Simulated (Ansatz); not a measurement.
Reaction (ligand exchange at the Si–C bond): `OC[Si](O)(O)O` + `C=CS` → `C=CS[Si](O)(O)O` + CH₃OH

Calculated with Ansatz (gas phase, PBE0-D4/def2-TZVP geometries, no zero-point term in ΔE). CBS: MP2 limit from def2 TZ/QZ plus the TZ coupled-cluster correction, frozen cores. This one scheme is used for every species. Functionals use def2-TZVPP. B3LYP here is the variant with VWN-RPA as its local correlation; programs differ in this. One conformer a species, not always the lowest.

| level | ΔE (kJ/mol) | difference from CCSD(T)/CBS |
| --- | --- | --- |
| PBE-D4 | -72.6 | 1.0 |
| r2SCAN-D4 | -74.2 | -0.6 |
| ωB97M-V | -69.5 | 4.1 |
| PBE | -66.4 | 7.2 |
| PBE0 | -69.1 | 4.5 |
| B3LYP | -62.1 | 11.5 |
| MP2/def2-TZVPP | -77.6 | -4.0 |
| SCS-MP2/def2-TZVPP | -73.1 | 0.5 |
| CCSD/def2-TZVPP | -68.2 | 5.4 |
| CCSD(T)/def2-TZVPP | -71.1 | 2.5 |
| HF/def2-QZVPP | -67.2 | 6.4 |
| MP2/def2-QZVPP | -79.2 | -5.6 |
| SCS-MP2/def2-QZVPP | -74.6 | -1.0 |
| HF/CBS(def2) | -67.2 | 6.4 |
| MP2/CBS(def2) | -80.2 | -6.6 |
| CCSD/CBS(def2) | -70.8 | 2.8 |
| CCSD(T)/CBS | -73.6 | 0 |

Largest T1 diagnostic among the species: 0.012.

The D4 term adds −10.1 kJ/mol with B3LYP and −5.6 kJ/mol with PBE0; it sums over pairs of atoms, weighted by their polarisabilities, and B3LYP, whose exchange is more repulsive, gets the larger term. In def2-TZVPP, CCSD(T) changes the Hartree–Fock value by −4.2 kJ/mol (the triples alone add −2.9 kJ/mol) and MP2 by −10.7 kJ/mol.
